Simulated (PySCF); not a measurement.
GaO, SMILES [O]=[Ga], multiplicity 2.

Geometry optimised at PBE0-D3(BJ)/def2-TZVPD.

Level of theory: IEF-PCM-PBE0/def2-TZVPD (PySCF).

The values are the electrostatic part of the solvation free energy, E(continuum) − E(gas) at the gas-phase geometry, in a cavity of scaled van der Waals radii (PySCF's table); cavitation and dispersion terms are not included. A continuum can't describe solvent molecules that bind to the metal. The dipole moment in vacuum is 3.84 D.

Q: Estimate the values in water (ε = 78.36), acetone (ε = 20.49), dimethylsulfoxide (ε = 46.83). (The exact figures need the calculation; the answer reports its results.)

A: 
| solvent | ε | ΔG(elec) (kcal/mol) | dipole (D) |
|---|---|---|---|
| water | 78.36 | -11.3 | 6.02 |
| acetone | 20.49 | -10.5 | 5.87 |
| dimethylsulfoxide | 46.83 | -11.1 | 5.98 |
